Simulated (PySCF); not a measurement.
**Spin-rotation constants: `[SiH3]C[SiH2]P[SiH3]`, CH$_{11}$PSi$_{3}$**

Geometry:
```csv
atom,x (Å),y (Å),z (Å)
Si1,-2.276,0.608,0.587
C2,-1.170,-0.071,-0.804
Si3,0.025,-1.449,-0.278
P4,1.197,-0.764,1.500
Si5,2.295,0.990,0.679
H6,-3.099,1.691,0.035
H7,-3.154,-0.457,1.074
H8,-1.448,1.131,1.674
H9,-0.594,0.753,-1.226
H10,-1.798,-0.449,-1.610
H11,0.899,-1.811,-1.406
H12,-0.695,-2.656,0.145
H13,2.225,-1.663,1.316
H14,2.791,0.792,-0.688
H15,1.364,2.118,0.691
H16,3.430,1.245,1.566
```

The calculation used GIAO CAM-B3LYP/pcSseg-1 magnetisability, rotational g tensor and spin-rotation constants, non-relativistic, gas phase (PySCF). Geometry: GFN2-xTB.

(1) Give the nuclear spin-rotation constants along the inertial axes (H = +C I·J) beside the isotropic shieldings.

(2) How do the rotational constants and the g tensor change when H6, H7, H8, H9, H10, H11, H12, H13, H14, H15, H16 are replaced by deuterium?

## Answers

(1) Rotational constants 2.4084, 1.0458, 0.9076 GHz. A star marks the isotopologue with that one atom substituted, in its own axes.
```csv
atom,isotope,Caa (kHz),Cbb (kHz),Ccc (kHz),mean (kHz),σ (ppm)
P4,31P,1.762,0.803,0.806,1.124,639.3
H6,1H,-0.100,-0.038,-0.061,-0.067,27.8
H7,1H,-0.129,-0.051,-0.043,-0.074,28.0
H8,1H,-0.059,-0.063,-0.057,-0.060,27.8
H9,1H,-0.231,-0.081,-0.057,-0.123,32.0
H10,1H,-0.137,-0.095,-0.078,-0.103,31.9
H11,1H,-0.160,-0.062,-0.007,-0.077,27.1
H12,1H,-0.157,-0.025,-0.045,-0.076,27.3
H13,1H,-0.137,-0.058,-0.111,-0.102,31.6
H14,1H,-0.212,-0.079,0.013,-0.092,27.8
H15,1H,-0.099,-0.012,-0.092,-0.067,28.0
H16,1H,0.034,-0.090,-0.070,-0.042,27.7
Si1,29Si*,-1.360,-0.572,-0.479,-0.804,418.7
C2,13C*,0.217,0.109,0.088,0.138,198.5
Si3,29Si*,-1.347,-0.642,-0.543,-0.844,384.0
Si5,29Si*,-1.375,-0.544,-0.477,-0.799,425.3
```
For the geometry as given, no vibrational averaging.

(2) Constants 2.0120, 0.9155, 0.7933 GHz; g -0.0248, -0.0109, -0.0092, against -0.0296, -0.0124, -0.0105 before.
